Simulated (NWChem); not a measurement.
System: C2H7FOSi; SMILES F[Si@H](CO)C

Input file for NWChem:

```
start job
memory heap 200 mb stack 900 mb global 1100 mb
geometry units angstroms noautoz
  C     -0.977107     1.872809    -0.136525
  Si     0.080038     0.417976     0.359007
  F      1.594880     0.688937    -0.187353
  C     -0.566818    -1.170263    -0.421101
  O      0.130013    -2.269241     0.111758
  H     -1.995646     1.779440     0.272764
  H     -0.546428     2.812114     0.243125
  H     -1.053872     1.955357    -1.232050
  H      0.169591     0.269289     1.838468
  H     -0.453170    -1.078513    -1.522275
  H     -1.661389    -1.221480    -0.230878
  H     -0.167568    -3.068908    -0.332580
end
basis spherical
  * library 6-31g*
end
dft
  xc bhlyp
  iterations 150
  mulliken
end
task dft energy
```

NWChem printed, in part:

```
             Northwest Computational Chemistry Package (NWChem) 7.3.0
             --------------------------------------------------------

 C1  symmetry detected

                             Geometry "geometry" -> ""
                             -------------------------

 Output coordinates in angstroms (scale by  1.889725989 to convert to a.u.)

  No.       Tag          Charge          X              Y              Z
 ---- ---------------- ---------- -------------- -------------- --------------
    1 C                    6.0000    -0.99917377     1.88637480    -0.13359378
    2 Si                  14.0000     0.06372388     0.43224559     0.35159013
    3 F                    9.0000     1.56181420     0.68324312    -0.24791052
    4 C                    6.0000    -0.61874647    -1.16384283    -0.38068732
    5 O                    8.0000     0.08763224    -2.25895432     0.14754063
    6 H                    1.0000    -2.00449287     1.80710173     0.30992198
    7 H                    1.0000    -0.55011104     2.82863437     0.21626616
    8 H                    1.0000    -1.11090552     1.95150881    -1.22728278
    9 H                    1.0000     0.20025636     0.30718361     1.82964655
   10 H                    1.0000    -0.54029155    -1.09097915    -1.48633365
   11 H                    1.0000    -1.70688443    -1.20401097    -0.15433373
   12 H                    1.0000    -0.22956946    -3.06362198    -0.27359007

 Effective nuclear repulsion energy (a.u.)     244.0116102971

                                 NWChem DFT Module
                                 -----------------

 Summary of "ao basis" -> "ao basis" (spherical)
 ------------------------------------------------------------------------------
       Tag                 Description            Shells   Functions and Types
 ---------------- ------------------------------  ------  ---------------------
 C                           6-31g*                  6       14   3s2p1d
 Si                          6-31g*                  8       18   4s3p1d
 F                           6-31g*                  6       14   3s2p1d
 O                           6-31g*                  6       14   3s2p1d
 H                           6-31g*                  2        2   2s

            General Information
            -------------------
          SCF calculation type: DFT
          Wavefunction type:  closed shell.
          No. of atoms     :    12
          No. of electrons :    50
           Alpha electrons :    25
            Beta electrons :    25
          Charge           :     0
          Spin multiplicity:     1
          Use of symmetry is: off; symmetry adaption is: off
          Maximum number of iterations: 150
          AO basis - number of functions:    88
                     number of shells:    46
          Convergence on energy requested:  1.00D-06
          Convergence on density requested:  1.00D-05
          Convergence on gradient requested:  5.00D-04

              XC Information
              --------------
                        BHLYP Method XC Functional
                     Hartree-Fock (Exact) Exchange  0.500
                        Slater Exchange Functional  0.500 local
                    Becke 1988 Exchange Functional  0.500 non-local
              Lee-Yang-Parr Correlation Functional  1.000

             Grid Information
             ----------------
          Grid used for XC integration:  medium
          Radial quadrature: Mura-Knowles
          Angular quadrature: Lebedev.
          Tag              B.-S. Rad. Rad. Pts. Rad. Cut. Ang. Pts.
          ---              ---------- --------- --------- ---------
          C                   0.70       49          12.0       434
          Si                  1.10       88          10.0       590
          F                   0.50       49          10.0       434
          O                   0.60       49          12.0       434
          H                   0.35       45          13.0       434
          Grid pruning is: on
          Number of quadrature shells:   599
          Spatial weights used:  Erf1

      Superposition of Atomic Density Guess
      -------------------------------------

 Sum of atomic energies:        -541.75212785

      Non-variational initial energy
      ------------------------------

 Total energy =    -543.831054
 1-e energy   =   -1232.508477
 2-e energy   =     444.665813
 HOMO         =      -0.324607
 LUMO         =       0.071920

     ---------------------------------------------
      Total Density - Mulliken Population Analysis
     ---------------------------------------------

    Atom       Charge   Shell Charges
 -----------   ------   -------------------------------------------------------
    1 C    6     7.00   2.00  0.72  2.11  0.72  1.44  0.02
    2 Si  14    12.86   2.00  2.00  5.97  0.90  1.33  0.21  0.27  0.18
    3 F    9     9.63   2.00  0.95  3.48  1.00  2.19  0.01
    4 C    6     6.29   2.00  0.70  1.85  0.63  1.08  0.05
    5 O    8     8.86   2.00  0.93  3.06  0.92  1.93  0.02
    6 H    1     0.73   0.45  0.29
    7 H    1     0.74   0.45  0.29
    8 H    1     0.74   0.45  0.29
    9 H    1     1.09   0.48  0.62
   10 H    1     0.79   0.47  0.33
   11 H    1     0.79   0.47  0.32
   12 H    1     0.47   0.37  0.10

   convergence    iter        energy       DeltaE   RMS-Dens  Diis-err
 ---------------- ----- ----------------- --------- --------- ---------
 d= 0,ls=0.0,diis     1   -544.8060108658 -7.89D+02  1.06D-02  6.62D-01
 d= 0,ls=0.0,diis     2   -544.8385395827 -3.25D-02  4.53D-03  5.62D-01
 d= 0,ls=0.0,diis     3   -544.8854071760 -4.69D-02  7.25D-04  1.21D-02
 d= 0,ls=0.0,diis     4   -544.8864751963 -1.07D-03  1.65D-04  3.06D-04
 d= 0,ls=0.0,diis     5   -544.8865062642 -3.11D-05  5.32D-05  6.92D-05
  Resetting Diis
 d= 0,ls=0.0,diis     6   -544.8865136380 -7.37D-06  1.16D-05  1.54D-06
 d= 0,ls=0.0,diis     7   -544.8865137920 -1.54D-07  6.41D-06  2.84D-07

         Total DFT energy =     -544.886513792040
      One electron energy =    -1237.161630722408
           Coulomb energy =      501.737080116547
    Exchange-Corr. energy =      -53.473573483276
 Nuclear repulsion energy =      244.011610297097

 Numeric. integr. density =       49.999991948667

                       DFT Final Molecular Orbital Analysis
                       ------------------------------------

 Vector   23  Occ=2.000000D+00  E=-3.784328D-01
              MO Center= -2.2D-01,  9.6D-01,  5.1D-01, r^2= 2.8D+00
   Bfn.  Coefficient  Atom+Function         Bfn.  Coefficient  Atom+Function
  ----- ------------  ---------------      ----- ------------  ---------------
    82      0.299868   9 H  s                23      0.261454   2 Si pz
     4      0.248193   1 C  py               81      0.221895   9 H  s
     3     -0.202511   1 C  px                8      0.181743   1 C  py
    22     -0.173881   2 Si py               37     -0.155940   3 F  pz
    21      0.151636   2 Si px                6     -0.133971   1 C  s

 Vector   24  Occ=2.000000D+00  E=-3.536007D-01
              MO Center= -2.6D-01, -8.7D-01, -6.7D-02, r^2= 3.1D+00
   Bfn.  Coefficient  Atom+Function         Bfn.  Coefficient  Atom+Function
  ----- ------------  ---------------      ----- ------------  ---------------
    65      0.322500   5 O  pz               22      0.264822   2 Si py
    51     -0.257708   4 C  pz               69      0.255469   5 O  pz
    50     -0.213044   4 C  py               84      0.180919  10 H  s
    83      0.160390  10 H  s                54     -0.147432   4 C  py
     4     -0.142171   1 C  py               55     -0.142112   4 C  pz

 Vector   25  Occ=2.000000D+00  E=-3.479268D-01
              MO Center= -2.6D-01, -1.7D+00, -4.9D-02, r^2= 2.1D+00
   Bfn.  Coefficient  Atom+Function         Bfn.  Coefficient  Atom+Function
  ----- ------------  ---------------      ----- ------------  ---------------
    63      0.415365   5 O  px               67      0.330293   5 O  px
    65     -0.299996   5 O  pz               69     -0.242100   5 O  pz
    86      0.224876  11 H  s                49     -0.214228   4 C  px
    85      0.183663  11 H  s                22      0.140617   2 Si py
    50     -0.131106   4 C  py               84     -0.115630  10 H  s

 Vector   26  Occ=0.000000D+00  E= 8.439624D-02
              MO Center= -1.1D-01, -2.3D-01,  3.2D-01, r^2= 5.5D+00
   Bfn.  Coefficient  Atom+Function         Bfn.  Coefficient  Atom+Function
  ----- ------------  ---------------      ----- ------------  ---------------
    25      1.004441   2 Si px                6      0.725791   1 C  s
    88      0.526573  12 H  s                66     -0.495608   5 O  s
    24     -0.377599   2 Si s                38     -0.374124   3 F  s
    21      0.259954   2 Si px               86      0.228151  11 H  s
    78     -0.217006   7 H  s                52      0.196446   4 C  s

 Vector   27  Occ=0.000000D+00  E= 1.025150D-01
              MO Center= -7.4D-02, -3.7D-01,  1.7D-01, r^2= 6.6D+00
   Bfn.  Coefficient  Atom+Function         Bfn.  Coefficient  Atom+Function
  ----- ------------  ---------------      ----- ------------  ---------------
    26      0.835817   2 Si py               52      0.696397   4 C  s
    66      0.644780   5 O  s                 6     -0.631959   1 C  s
    88     -0.618722  12 H  s                25      0.521639   2 Si px
    84     -0.393913  10 H  s                54      0.387356   4 C  py
    38     -0.305699   3 F  s                82      0.247614   9 H  s

 Vector   28  Occ=0.000000D+00  E= 1.173393D-01
              MO Center= -8.9D-01,  3.8D-01, -4.8D-01, r^2= 6.4D+00
   Bfn.  Coefficient  Atom+Function         Bfn.  Coefficient  Atom+Function
  ----- ------------  ---------------      ----- ------------  ---------------
     6      1.608376   1 C  s                52      1.281827   4 C  s
    24     -1.149888   2 Si s                86     -0.690866  11 H  s
    76     -0.632677   6 H  s                84     -0.567258  10 H  s
    80     -0.497015   8 H  s                78     -0.415447   7 H  s
    88     -0.399340  12 H  s                27      0.330650   2 Si pz

     ---------------------------------------------
      Total Density - Mulliken Population Analysis
     ---------------------------------------------

    Atom       Charge   Shell Charges
 -----------   ------   -------------------------------------------------------
    1 C    6     6.76   2.00  0.66  2.11  0.71  1.26  0.03
    2 Si  14    13.01   2.00  2.00  5.97  0.91  1.60  0.11  0.17  0.26
    3 F    9     9.46   2.00  0.93  3.31  1.04  2.17  0.01
    4 C    6     6.26   2.00  0.66  2.03  0.58  0.93  0.06
    5 O    8     8.67   2.00  0.90  2.92  0.98  1.85  0.03
    6 H    1     0.82   0.51  0.31
    7 H    1     0.81   0.51  0.30
    8 H    1     0.82   0.51  0.30
    9 H    1     1.12   0.51  0.61
   10 H    1     0.85   0.52  0.32
   11 H    1     0.86   0.53  0.33
   12 H    1     0.57   0.47  0.10

     -------------------------------------------
      Total Density - Lowdin Population Analysis
     -------------------------------------------

    Atom       Charge   Shell Charges
 -----------   ------   -------------------------------------------------------
    1 C    6     6.61   1.99  0.57  1.93  0.48  1.60  0.05
    2 Si  14    13.31   2.00  1.97  5.88  0.62  1.50  0.32  0.62  0.39
    3 F    9     9.32   1.99  0.93  3.19  0.86  2.32  0.02
    4 C    6     6.30   1.99  0.55  1.85  0.44  1.35  0.12
    5 O    8     8.43   1.99  0.86  2.79  0.70  2.04  0.05
    6 H    1     0.85   0.48  0.36
    7 H    1     0.84   0.48  0.36
    8 H    1     0.85   0.48  0.36
    9 H    1     1.07   0.51  0.56
   10 H    1     0.88   0.50  0.37
   11 H    1     0.88   0.50  0.38
   12 H    1     0.68   0.45  0.22

     Multipole analysis of the density
     ---------------------------------

     L   x y z        total         alpha         beta         nuclear
     -   - - -        -----         -----         ----         -------
     0   0 0 0      0.000000    -25.000000    -25.000000     50.000000

     1   1 0 0     -1.181965     -0.590982     -0.590982      0.000000
     1   0 1 0     -0.122192     -0.061096     -0.061096      0.000000
     1   0 0 1     -0.393982     -0.196991     -0.196991      0.000000

     2   2 0 0    -29.457843    -84.742725    -84.742725    140.027607
     2   1 1 0      1.002987      4.999689      4.999689     -8.996391
     2   1 0 1      0.521614     -1.998714     -1.998714      4.519041
     2   0 2 0    -24.181398   -198.344790   -198.344790    372.508182
     2   0 1 1      2.591148     -0.610533     -0.610533      3.812214
     2   0 0 2    -27.781362    -33.065569    -33.065569     38.349775
```

Level: BHandHLYP/6-31G* (spherical d). The geometry was optimised at PBE0/def2-SVP. Not confirmed as a minimum by frequencies.
